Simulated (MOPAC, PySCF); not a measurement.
[Nb(NH2)5], neutral singlet in the gas phase. 

Cartesian coordinates (Å):
```xyz
16

Nb    -0.0210     0.1751    -0.0930
N      1.2388    -0.9943    -1.1388
H      1.0220    -1.9359    -1.4556
H      2.2417    -0.8253    -1.1855
N      1.6945     0.9643     0.6450
H      1.7182     1.9304     0.9764
H      2.5154     0.4846     1.0117
N     -0.6627     0.0086     1.8064
H     -1.5143    -0.4873     2.0624
H     -0.0811     0.1626     2.6263
N     -1.4643    -1.2016    -0.4575
H     -1.6565    -2.0711     0.0382
H     -1.9115    -1.2544    -1.3745
N     -0.7413     1.7301    -1.0870
H     -1.5676     2.2638    -0.8213
H     -0.3429     2.1179    -1.9407
```
Charge 0, multiplicity 1.

All levels are single points at this geometry (r2SCAN-D4/def2-SVP); Pople sets use spherical d functions. Orbital energies aren't observables, and empty levels follow the basis.

B3LYP-D3(BJ)/def2-TZVP in PySCF gives HOMO (eV) = -6.19.

Question: Estimate the HOMO (eV) from each of these levels: TPSSh-D3(BJ)/def2-TZVP in PySCF; B3LYP/6-31G* (LANL2DZ on Nb) in PySCF; BP86/6-31G* (LANL2DZ on Nb) in PySCF; M06-2X/6-31G* (LANL2DZ on Nb) in PySCF; PBE/6-31G* (LANL2DZ on Nb) in PySCF; HF/6-31G* (LANL2DZ on Nb) in PySCF; PM6 in MOPAC; PM7 in MOPAC.

Answer: 
| level | HOMO (eV) |
|---|---|
| TPSSh-D3(BJ)/def2-TZVP in PySCF | -5.69 |
| B3LYP/6-31G* (LANL2DZ on Nb) in PySCF | -5.74 |
| BP86/6-31G* (LANL2DZ on Nb) in PySCF | -4.77 |
| M06-2X/6-31G* (LANL2DZ on Nb) in PySCF | -7.32 |
| PBE/6-31G* (LANL2DZ on Nb) in PySCF | -4.67 |
| HF/6-31G* (LANL2DZ on Nb) in PySCF | -9.36 |
| PM6 in MOPAC | -7.54 |
| PM7 in MOPAC | -7.86 |
